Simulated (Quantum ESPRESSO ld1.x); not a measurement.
Task: O3+, configuration [He] 2s2 2p1 (the NIST ground configuration). Method: non-relativistic Kohn-Sham, LDA (Slater exchange, VWN5 correlation), spin-polarised, spherical densities, point nucleus; open shells are filled with parallel spins first; computed with ld1.x of Quantum ESPRESSO 7.5. Some entries of the table are withheld. Estimate them.

orbital,occ.,eigenvalue (eV),<1/r> (bohr^-1)
1s up,1,-582.880,(1)
1s down,1,-581.632,(2)
2s up,1,(3),(4)
2s down,1,(5),(6)
2p up,1,-66.3468,1.415
2p down,0,-63.3417,1.393

Result: 
(1) 1s up <1/r> (bohr^-1): 7.586
(2) 1s down <1/r> (bohr^-1): 7.599
(3) 2s up eigenvalue (eV): -80.2263
(4) 2s up <1/r> (bohr^-1): 1.495
(5) 2s down eigenvalue (eV): -77.4770
(6) 2s down <1/r> (bohr^-1): 1.472
